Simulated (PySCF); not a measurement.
A structure optimised at PBE0-D3(BJ)/def2-SVP, used in a PySCF frequency run:

```xyz
12

F     -1.0399    -0.9249    -1.8305
Si     0.3215    -0.1184    -1.4317
C      1.1847    -1.0015     0.0000
Si     0.3215    -0.1184     1.4317
F     -1.0399    -0.9249     1.8305
Si    -0.1757     1.6898     0.0000
H      1.1232     0.0265    -2.6820
H      2.2484    -0.6944     0.0000
H      1.1516    -2.1030     0.0000
H      1.1232     0.0265     2.6820
H     -1.5095     2.3560     0.0000
H      0.9288     2.7025     0.0000
```
Charge 0, spin multiplicity 1.

**Question.** Write its SMILES, formula and point group.

**Answer.** F[Si@@H]1C[Si@H](F)[SiH2]1, CH6F2Si3, Cs

**Question.** What are its rotational constants (standard atomic weights)?

**Answer.** 2.3000, 1.5190, 1.2606 GHz
